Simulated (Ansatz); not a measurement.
A made-up structure of SnH4Te, singlet:

```xyz
6
angstrom
Sn 0.0044 0.7980 1.9486
Te -0.3425 -0.2581 -0.5446
H 0.4922 -1.7215 -0.6780
H -2.0060 -0.5084 -0.7055
H 0.2091 0.8250 -1.7188
H 1.6853 0.8723 1.7053
```

It is relaxed with PBE-D4/def2-SVP and then PBE0-D4/def2-TZVP (Ansatz 0.2.0). Atoms count as bonded within 1.22 times the sum of their covalent radii (H–H: 0.88 Å). The end point is not checked to be a true minimum.

Problem. Does its bonding change? (Judge from chemistry; the calculation decides.)

Solution. Computed: Yes. Formed: Sn1–H4; broken: Te2–H4.

Where it ends: The first stage lowers the energy by 4.15 eV in 36 steps. It ends as SnH₄Te ([SnH2][TeH2]):
| atom | x (Å) | y (Å) | z (Å) |
| --- | --- | --- | --- |
| Sn1 | -0.4414 | 0.2068 | 1.7212 |
| Te2 | -0.2431 | -0.9996 | -1.0176 |
| H3 | 1.1777 | -1.8472 | -0.8825 |
| H4 | -1.7514 | 1.0525 | 0.8628 |
| H5 | 0.5507 | 0.2023 | -1.8367 |
| H6 | 0.7502 | 1.3925 | 1.1600 |

Labels in which every atom is bracketed show which atoms are joined, not bond orders.

For scale, one of the runs: PBE0-D4/def2-TZVP relaxation, 124 basis functions, launched by `ansatz run in.yaml --threads 2 --pin off --events-out ev --progress --plain --max-ram 4352MiB`. The run took about 21 s on 2 CPU threads of an Arm Neoverse V2 (shared host).
